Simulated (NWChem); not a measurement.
System: BeHSeBr; SMILES [SeH][Be][Br]

The following NWChem deck was run.

```
start job
memory heap 200 mb stack 900 mb global 1100 mb
geometry units angstroms noautosym nocenter noautoz
  Be    -0.005415     0.047520     0.002771
  Br    -0.099692    -1.911029     0.003328
  Se     0.128025     2.071089     0.002306
  H     -1.343215     2.172146    -0.003578
end
basis spherical
  * library 6-311g**
end
dft
  xc b3lyp
  iterations 150
end
property
  shielding
end
task dft property
```

Parts of the log:

```
             Northwest Computational Chemistry Package (NWChem) 7.3.0
             --------------------------------------------------------

                             Geometry "geometry" -> ""
                             -------------------------

 Output coordinates in angstroms (scale by  1.889725989 to convert to a.u.)

  No.       Tag          Charge          X              Y              Z
 ---- ---------------- ---------- -------------- -------------- --------------
    1 Be                   4.0000    -0.00541500     0.04752000     0.00277100
    2 Br                  35.0000    -0.09969200    -1.91102900     0.00332800
    3 Se                  34.0000     0.12802500     2.07108900     0.00230600
    4 H                    1.0000    -1.34321500     2.17214600    -0.00357800

 Effective nuclear repulsion energy (a.u.)     248.5323227406

                              NWChem Property Module
                              ----------------------

  itol2e modified to match energy
  convergence criterion.

                                 NWChem DFT Module
                                 -----------------

 Summary of "ao basis" -> "ao basis" (spherical)
 ------------------------------------------------------------------------------
       Tag                 Description            Shells   Functions and Types
 ---------------- ------------------------------  ------  ---------------------
 Be                         6-311g**                 8       18   4s3p1d
 Br                         6-311g**                18       44   8s7p3d
 Se                         6-311g**                18       44   8s7p3d
 H                          6-311g**                 4        6   3s1p

  itol2e modified to match energy
  convergence criterion.

            General Information
            -------------------
          SCF calculation type: DFT
          Wavefunction type:  closed shell.
          No. of atoms     :     4
          No. of electrons :    74
           Alpha electrons :    37
            Beta electrons :    37
          Charge           :     0
          Spin multiplicity:     1
          Use of symmetry is: off; symmetry adaption is: off
          Maximum number of iterations: 150
          AO basis - number of functions:   112
                     number of shells:    48
          Convergence on energy requested:  1.00D-07
          Convergence on density requested:  1.00D-05
          Convergence on gradient requested:  5.00D-04

[...]

          -----------------------------------------
          Chemical Shielding Tensors (GIAO, in ppm)
          -----------------------------------------

                                NWChem CPHF Module
                                ------------------

  scftype          =     RHF
  nclosed          =       37
  nopen            =        0
  variables        =     2775
  # of vectors     =        3
  tolerance        = 0.10D-03
  level shift      = 0.00D+00
  max iterations   =       50
  max subspace     =       30

 SCF residual:    1.0468256296550418E-004

Iterative solution of linear equations
  No. of variables     2775
  No. of equations        3
  Maximum subspace       30
        Iterations       50
       Convergence  1.0D-04

   iter   nsub   residual    time
   ----  ------  --------  ---------
     1      3    3.84D-01     111.3
     2      6    1.09D-02     133.6
     3      9    4.63D-04     157.6
     4     12    2.12D-05     177.6

      Atom:    1  Be
        Diamagnetic
    137.9457      1.5941      0.0073
      1.5941    170.5783     -0.0104
      0.0073     -0.0104    135.9159

        Paramagnetic
    -97.9064      1.4698     -0.0237
      1.4698     -7.4151     -0.0350
     -0.0237     -0.0350    -92.1069

        Total Shielding Tensor
     40.0393      3.0639     -0.0164
      3.0639    163.1632     -0.0454
     -0.0164     -0.0454     43.8090

           isotropic =      82.3372
          anisotropy =     121.3534

          Principal Components and Axis System
                 1           2           3
              163.2394     43.8091     39.9630

      1         0.0249     -0.0040      0.9997
      2         0.9997      0.0005     -0.0249
      3        -0.0004      1.0000      0.0040

      Atom:    2  Br
        Diamagnetic
   3119.5536      0.3816      0.0008
      0.3816   3127.8184     -0.0025
      0.0008     -0.0025   3119.3091

        Paramagnetic
   -665.7492     28.3835      0.6018
     28.3835    -44.0816     -0.2607
      0.6018     -0.2607   -820.8863

        Total Shielding Tensor
   2453.8044     28.7651      0.6026
     28.7651   3083.7368     -0.2632
      0.6026     -0.2632   2298.4228

           isotropic =    2611.9880
          anisotropy =     709.5895

          Principal Components and Axis System
                 1           2           3
             3085.0477   2452.4960   2298.4203

      1         0.0455      0.9990     -0.0040
      2         0.9990     -0.0455      0.0005
      3        -0.0003      0.0040      1.0000

      Atom:    3  Se
        Diamagnetic
   2999.4818     -0.4773      0.0309
     -0.4773   3001.7027     -0.0068
      0.0309     -0.0068   2991.7415

        Paramagnetic
   -766.2954   -178.9065      0.2887
   -178.9065   -762.7683     -0.7346
      0.2887     -0.7346   -816.9885

        Total Shielding Tensor
   2233.1864   -179.3837      0.3196
   -179.3837   2238.9345     -0.7414
      0.3196     -0.7414   2174.7530

           isotropic =    2215.6246
          anisotropy =     299.7674

          Principal Components and Axis System
                 1           2           3
             2415.4695   2174.7514   2056.6529

      1        -0.7014     -0.0040      0.7127
      2         0.7127      0.0005      0.7014
      3        -0.0031      1.0000      0.0025

      Atom:    4  H
        Diamagnetic
     46.2550     -4.0492      0.1142
     -4.0492     23.0219     -0.0185
      0.1142     -0.0185     17.9612

        Paramagnetic
     -1.4640      0.9480     -0.0249
      0.9480      4.1859      0.0040
     -0.0249      0.0040      4.6935

[...]
```

Level: B3LYP/6-311G** (spherical d), GIAO. Geometry: optimised at PBE0/def2-SVP. B3LYP is NWChem's, with the RPA form of VWN correlation. The printed shielding anisotropy is the first printed principal value minus the mean of the other two.
